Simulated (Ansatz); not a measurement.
Stepwise reaction of `O[Si@H](Cl)[Si@H](F)Cl` with hydrogen, as a gas-phase model of exchange steps in deposition or etching. ΔE in kJ/mol.

Computed with Ansatz on PBE0-D4/def2-TZVP structures; ΔE is electronic, products minus reactants. CCSD(T)/CBS adds triple-zeta CCSD(T) − MP2 to the extrapolated MP2 energy (def2 sets, frozen cores). This one scheme is used for every species. DFT in def2-TZVPP. B3LYP here is the variant with VWN-RPA as its local correlation; programs differ in this. One conformer a species, not always the lowest.

```csv
step,reaction,PBE-D4,B3LYP-D4,ωB97M-V,CCSD(T)/CBS
2,`O[SiH2][SiH](F)Cl` + H₂ → `O[SiH2][SiH2]F` + HCl,93.0,89.8,91.3,89.0
```

Question: Give the row of step 1, `O[Si@H](Cl)[Si@H](F)Cl` + H₂ → `O[SiH2][SiH](F)Cl` + HCl. (Estimate.)

Answer: Ansatz gave: 
| step | reaction | PBE-D4 | B3LYP-D4 | ωB97M-V | CCSD(T)/CBS |
| --- | --- | --- | --- | --- | --- |
| 1 | `O[Si@H](Cl)[Si@H](F)Cl` + H₂ → `O[SiH2][SiH](F)Cl` + HCl | 91.0 | 89.8 | 90.4 | 89.1 |

Question: By hand: ΔE of the 2 steps together at CCSD(T)/CBS.

Answer: (89.1) + (89.0) = 178.1 kJ/mol, or 89.0 kJ/mol a step.

In ΔE the steps differ by no more than 0.1 kJ/mol. All are uphill at CCSD(T)/CBS. PBE-D4 differs from CCSD(T)/CBS by 1.9 to 4.0 kJ/mol a step. Only this route is followed, and other bonds may react first. Isolated molecules leave out the surface, adducts and barriers. Largest T1 diagnostic: 0.012.
